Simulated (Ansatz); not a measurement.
```yaml
crystal:
  periodic: [false, false, false]
  atoms:
    - {symbol: Ga, position_ang: [0.000000, -0.000000, 0.013677]}
    - {symbol: Br, position_ang: [-0.000000, 0.000000, 2.388273]}
basis:
  gaussian: {orbitals: cc-pVQZ, fitting: {mean_field: cc-pVTZ-jkfit}}
magnetization: {spin_polarized: false, initial_magnetization: 2}
hamiltonian: {xc: {name: BHLYP}, dispersion: d3bjatm}
output: {forces: true}
```

```sh
$ ansatz run in.yaml --threads 4 --pin off --events-out ev --progress --plain --max-ram 10444MiB
```

Shortened log:

```
Functional definition: BHLYP
414 factors; integrals over basis functions are off by at most 3.7e-1 eV
mean field evaluation 1: about -122423.8174 eV, gradient 1.2e1 eV
mean field evaluation 2: about -122423.8179 eV, gradient 1.2e1 eV
mean field evaluation 4: about -122424.2834 eV, gradient 2.0e0 eV
mean field evaluation 8: about -122424.3067 eV, gradient 7.6e-2 eV
mean field evaluation 16: about -122424.3068 eV, gradient 7.7e-6 eV
mean field -122424.30680443 eV, -4499.0102928871 hartree, gradient 7.7e-6 eV, S^2 2.000000; 0 other end points of the search recorded, 0 dependent functions left out
reference -122424.30693305 eV, -4499.0102976141 hartree; 34, 32 occupied and 102, 104 virtual orbitals, 414 factors
Total energy: -122424.39943020 eV, -4499.0136968215 hartree
Atom 0 at     0.000000    -0.000000     0.013677 Å, force    -0.000000     0.000000     0.507876 eV/Å
Atom 1 at    -0.000000     0.000000     2.388273 Å, force    -0.000000     0.000000    -0.507876 eV/Å
Dipole moment:    -0.000000     0.000000    -0.359384 e Å
```

It took 1.7 s on 4 threads of an Arm Neoverse V1 on a shared host, with 0.23 GiB of host memory at the peak.
